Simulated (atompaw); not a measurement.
## Before and after: PAW (atompaw) potential for C (Z = 6)

| Property | Result |
| --- | --- |
| Element | carbon (C) |
| Generator | atompaw 4.2.0.5 |
| Type | PAW |
| Functional | LDA (PW92) |
| Relativity | scalar-relativistic |
| Frozen core | [He] |
| Valence charge | 4 |
| Reference configuration | 2s2 2p2 |
| Partial waves | 2s (bound): rc 2.40 bohr; 2s channel at 4.1 Ry: rc 1.35 bohr; 2p (bound): rc 2.40 bohr; 2p channel at 1.95 Ry: rc 2.40 bohr |
| Local potential | vpsmatchnc scheme with l = 2 at 0.5 Ry, radius 2.00 bohr |
| Core correction | smooth core density matched at 1.60 bohr |
| Augmentation charge | sinc compensation charge, radius 1.85 bohr; PAW radius 2.40 bohr; waves and projectors: custom rrkj gramschmidtortho |

All-electron outer shells of the reference configuration (LDA (PW92), scalar-relativistic, ld1.x):

```
shell  level (eV)  outermost node (bohr)  outermost maximum (bohr)
   1s     -270.81                      –                      0.18
   2s      -13.64                   0.38                      1.22
   2p       -5.42                      –                      1.19
```

Change: wave 2s (bound): rc 2.40 bohr becomes 2s (bound): rc 2.18 bohr.

Cutoffs: the cutoffs (Ry, on a coarse ladder) from which the occupation-weighted sum of valence levels, in a spherical-Bessel basis at the reference potential, stays within 10 and 1 mRy of its value at 400 Ry; they do not see the model core or the augmentation charge, which bear on the density cutoff.

**Question.** What does the change do?

**Answer.** The potential gets neither clearly harder nor softer (12 Ry and 15 Ry → 12 Ry and 15 Ry); the bound ghost in s disappears.

```csv
quantity,base,changed
"cutoff, loose",12 Ry,12 Ry
"cutoff, tight",15 Ry,15 Ry
loose cutoff by channel (10 mRy a level),"s 6 Ry, p 10 Ry","s 8 Ry, p 10 Ry"
bound ghosts,s,none
s: phases at 2.40 bohr within 0.05 rad from the reference energy up to (Ry; the scan ends near 5),to the end of the scan,to the end of the scan
p: phases at 2.40 bohr within 0.05 rad from the reference energy up to (Ry; the scan ends near 5),to the end of the scan,to the end of the scan
lowest overlap eigenvalue by channel,"s 0.58, p 0.82","s 0.54, p 0.82"
```

 A true bound ghost makes a file unfit for plane-wave use even where its test errors are small: the radial tests pick states by their node count and pass the ghost by. The cutoffs see the waves, projectors and local potential, not the compensation charge or the core.
